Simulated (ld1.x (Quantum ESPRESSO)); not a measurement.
## Transferability test, RRKJ potential for Dy

```json
{"Element": "dysprosium", "Generator": "ld1.x (Quantum ESPRESSO) 7.5", "Type": "norm-conserving RRKJ (Kleinman–Bylander form)", "Functional": "LDA (PZ)", "Relativity": "scalar-relativistic", "Frozen core": "[Kr] 4d10 4f9", "Valence charge": "11", "Reference configuration": "5s2 5p6 5d1 6s0 6p0 (charge +2)", "Partial waves": "5s (bound): rc 1.45 bohr; 5p (bound): rc 2.10 bohr; 5d (bound): rc 2.45 bohr", "Local potential": "all-electron potential smoothed inside 1.85 bohr (lloc = -1)", "Core correction": "none", "rho0": "0.005"}
```

Energies are relative to the spin-unpolarised reference configuration 5s2 5p6 5d1 6s0 6p0; without spin polarisation the order of configurations can differ from experiment.

```csv
valence configuration,charge,ΔE all-electron (eV),error AE − PS (meV)
5s2 5p6 5d1 6s2 6p0,0,-19.765,-97
5s2 5p6 5d1 6s1 6p0,+1,-12.712,-73
5s2 5p5 5d1 6s2 6p0,+1,14.055,-321
5s2 5p6 5d1 6s0 6p1,+1,-8.836,+37
5s2 5p6 5d0 6s2 6p0,+1,-13.711,-167
5s1 5p6 5d1 6s2 6p0,+1,38.968,-394
```

Task: What are ΔE and the potential's error for 5s2 5p6 5d0 6s0 6p0?

Result: ΔE = 20.140 eV all-electron; the error (AE − PS) is -18 meV.

Levels in the configuration 5s2 5p6 5d1 6s2 6p0:

```
level  all-electron (eV)  pseudo (eV)
   5s            -52.955      -52.947
   5p            -28.615      -28.620
   5d             -2.478       -2.530
   6s             -4.414       -4.403
```
